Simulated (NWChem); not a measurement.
System: BAsH3OF; SMILES OB(F)[AsH2]

```xyz
7

B      0.0129     1.0426     0.0058
As    -0.0313    -1.0284    -0.0486
H     -0.8907    -1.0974     1.2227
H      1.2789    -1.1815     0.7476
F     -1.1572     1.6906    -0.0234
O      1.1306     1.8126    -0.0253
H      1.9490     1.2886     0.0181
```
Atoms are numbered in this order, from 1.

Results from NWChem. Geometry: optimised at PBE-D3(BJ)/def2-SVP. Ions are spin-unrestricted doublets at the neutral geometry; other ion states weren't tried. Functional: LC-ωPBE (HJS hole) with def2-SVP; rows give the range parameter ω in 1/bohr.

Question: At which range parameter does −ε(HOMO) equal the ΔSCF ionisation energy (optimal tuning)?

Answer: about 0.37 per bohr, by linear interpolation in these runs:
```json
[
 {"range parameter (1/bohr)": "0.10", "vertical ionisation energy, ΔSCF (eV)": "9.78", "−ε(HOMO) (eV)": "7.88", "ΔSCF minus −ε(HOMO) (eV)": "1.90"},
 {"range parameter (1/bohr)": "0.15", "vertical ionisation energy, ΔSCF (eV)": "9.83", "−ε(HOMO) (eV)": "8.48", "ΔSCF minus −ε(HOMO) (eV)": "1.35"},
 {"range parameter (1/bohr)": "0.30", "vertical ionisation energy, ΔSCF (eV)": "10.00", "−ε(HOMO) (eV)": "9.75", "ΔSCF minus −ε(HOMO) (eV)": "0.25"},
 {"range parameter (1/bohr)": "0.50", "vertical ionisation energy, ΔSCF (eV)": "10.19", "−ε(HOMO) (eV)": "10.61", "ΔSCF minus −ε(HOMO) (eV)": "-0.42"},
 {"range parameter (1/bohr)": "0.80", "vertical ionisation energy, ΔSCF (eV)": "10.31", "−ε(HOMO) (eV)": "11.09", "ΔSCF minus −ε(HOMO) (eV)": "-0.78"}
]
```
